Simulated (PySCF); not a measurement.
**Where the electron goes**

Trimethylamine trifluoroborane, C₃H₉BF₃N.
Numbering: `[CH3:1][N+:2]([CH3:3])([CH3:4])[B-:5]([F:6])([F:7])[F:8]` (hydrogens: H9, H10, H11 on C1; H12, H13, H14 on C3; H15, H16, H17 on C4)

Structure used (PBE0-D3(BJ)/def2-SVP), in Å, numbered top down from 1:
```
atom  x, y, z in Å
C1     0.3694   -0.5835   -1.4970
N2    -0.1127   -0.0629   -0.2072
C3    -1.2834   -0.8278    0.2542
C4     0.9599   -0.1002    0.8003
B5    -0.5731    1.5336   -0.4227
F6    -1.0052    1.9433    0.8124
F7    -1.5665    1.4893   -1.3666
F8     0.5615    2.1771   -0.8487
H9     0.6960   -1.6293   -1.3901
H10   -0.4440   -0.5141   -2.2289
H11    1.2033    0.0417   -1.8370
H12   -2.0765   -0.7431   -0.4981
H13   -1.6410   -0.3900    1.1936
H14   -1.0150   -1.8847    0.4058
H15    1.2989   -1.1350    0.9615
H16    1.7918    0.5209    0.4481
H17    0.5762    0.3230    1.7361
```

Theory: TDDFT B3LYP/def2-SVPD, vertical, gas phase, core orbitals frozen in the response in PySCF 2.14.0, density-fitted response routines.

Frontier orbitals with the atoms that hold most of them (Löwdin shares over 4%, at most four atoms; ? is withheld):

```tsv
orbital	ε (eV)	atoms
HOMO-3	-10.38	F7 37%, F6 33%, F8 9%, C4 4%
HOMO-2	-10.37	F8 44%, F6 20%, F7 16%, C3 4%
HOMO-1	-9.89	F8 32%, F6 32%, F7 32%
HOMO	?	?
LUMO	-0.01	?
LUMO+1	0.99	C3 17%, H14 15%, H13 10%, H12 10%
LUMO+2	0.99	C4 14%, H15 13%, C1 12%, H9 11%
```

(1) Which atoms hold the LUMO, and with what shares?

(2) Which atoms hold the HOMO, and with what shares?

(3) What is the HOMO energy, and the HOMO–LUMO gap?

Answers

(1) C3 (bonded to N and 3 H) 12%; C1 (bonded to N and 3 H) 12%; C4 (bonded to N and 3 H) 12%; H14 (bonded to C) 10%. By element: carbon 36%, hydrogen 10% or more.

(2) N2 (bonded to B and 3 C) 33%; F7 (bonded to B) 10%; F6 (bonded to B) 10%; F8 (bonded to B) 10%. By element: nitrogen 33%, fluorine 30%.

(3) ε(HOMO) = -9.27 eV; the gap is 9.26 eV (0.3403 hartree).

Within 0.005 eV of a neighbour in this list lie HOMO-3/HOMO-2 and LUMO+1/LUMO+2 (point group found: C3v); within a degenerate set the shares of single atoms can hang on how the components are chosen.

How does S1 compare with the orbital gap of 9.26 eV?

S1 is at 8.42 eV (f = 0.042), 0.84 eV below the gap, made of HOMO→LUMO (99%). 

One configuration dominates each of S1 and S2. Which, and how do the shares of the two leading atoms of either orbital change from the occupied to the empty one?

- S1 (8.42 eV, f 0.042), HOMO→LUMO (99%): N2 33% → at most 11%, F7 10% → at most 11%, C3 at most 10% → 12%, C1 at most 10% → 12%
- S2 (9.13 eV, f 0.0000), HOMO-1→LUMO (98%): F8 32% → at most 11%, F6 32% → at most 11%, C3 at most 4% → 12%, C1 at most 4% → 12%

Orbitals of the list HOMO-3 to LUMO+2 that lie within 0.01 eV of each other are written together with a slash and their weights summed (≥ marks a lower bound); for degenerate orbitals outside that list single weights are arbitrary.

Löwdin shares depend on the basis, the more so with diffuse functions.
